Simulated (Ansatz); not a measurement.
`ClC[SiH2][TeH]` and `[SiH3][SiH2]CCl` differ in one atom or group.

Ansatz, PBE0-D4/def2-TZVP geometries, multiplicity 1. Each molecule was computed in one conformer, which needn't be the lowest.

Elements past krypton have def2 core potentials.

| property | `ClC[SiH2][TeH]` |
| --- | --- |
| size of the dipole moment (PBE/def2-TZVPP) / D | 1.10 |
| HOMO–LUMO gap (PBE/def2-TZVPP) / eV | 4.06 |
| HOMO–LUMO gap (ωB97M-V/def2-TZVPP) / eV | 9.80 |
| LUMO energy (PBE/def2-TZVPP) / eV | -1.61 |
| LUMO energy (ωB97M-V/def2-TZVPP) / eV | 1.03 |
| HOMO–LUMO gap (PBE0/def2-TZVPP) / eV | 5.91 |

Q: What does the change do to each property? (Best estimate.)

A: The calculation gave: 
| property | `[SiH3][SiH2]CCl` | shift |
| --- | --- | --- |
| size of the dipole moment (PBE/def2-TZVPP) / D | 1.46 | 0.36 |
| HOMO–LUMO gap (PBE/def2-TZVPP) / eV | 5.30 | 1.24 |
| HOMO–LUMO gap (ωB97M-V/def2-TZVPP) / eV | 11.34 | 1.54 |
| LUMO energy (PBE/def2-TZVPP) / eV | -1.35 | 0.26 |
| LUMO energy (ωB97M-V/def2-TZVPP) / eV | 1.33 | 0.30 |
| HOMO–LUMO gap (PBE0/def2-TZVPP) / eV | 7.43 | 1.52 |

With PBE0 the HOMO falls by 1.20 eV and the LUMO rises by 0.32 eV, so the gap widens by about 1.52 eV. PBE moves the HOMO by -0.98 eV and ωB97M-V by -1.23 eV. Dipoles are sizes alone; their direction can turn.

Spin–orbit coupling is left out; it splits and shifts lone-pair levels of the heavy atoms by tenths of an eV.
